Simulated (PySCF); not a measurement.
H3As, charge -1, doublet, at the geometry of the source list (a state made from the parent by changing its charge; the spin is typed, not shown lowest) (in this run its highest filled SCF level lies above zero, so its values depend strongly on the basis, on diffuse functions most of all). Base run: M062X/6-31G in PySCF.

The PySCF input:
```python
from pyscf import gto, scf, dft, solvent

mol = gto.M(
    atom='''
As    0.008800   -0.006900    0.656000
H    -0.712800   -0.981800   -0.219600
H    -0.500400    1.109100   -0.200300
H     1.204400   -0.120400   -0.236100
''',
    basis='6-31g',
    charge=-1,
    spin=1,
    verbose=4,
)

mf = dft.UKS(mol)
mf.xc = 'm062x'
mf.kernel()
```

Each row names what was changed in the base input (with any setting that the change needs).

| change | ΔE vs base (kJ/mol) |
|---|---|
| base | 0.00 |
| model = IEF-PCM; solvent = n-hexane; lebedev_order = 11 | -122.8 |
| model = IEF-PCM; solvent = n-hexane; vdw_scale = 1.4 | -118.8 |
| model = IEF-PCM; solvent = n-hexane; lebedev_order = 41 | -124.9 |
| model = IEF-PCM; solvent = n-hexane | -124.7 |
| model = IEF-PCM; solvent = dichloromethane | -239.1 |
| model = IEF-PCM; solvent = n-hexane; vdw_scale = 1.0 | -116.7 |
| model = IEF-PCM; solvent = methanol | -261.9 |
| model = SS(V)PE; solvent = n-hexane | -123.3 |
| model = C-PCM; solvent = n-hexane | -126.1 |
| model = IEF-PCM; solvent = n-hexane; r_probe = 0.5 | -114.0 |
| model = IEF-PCM; solvent = dimethylsulfoxide | -264.5 |

The base is the gas phase, so ΔE is the electrostatic part of solvation at a fixed geometry, without cavity and dispersion terms.

Open shells are given as the SCF converged; they aren't shown to be the lowest states, and a large step between rows can be another state.

The gas-phase anion may not be bound at this level, which the solvent then changes.
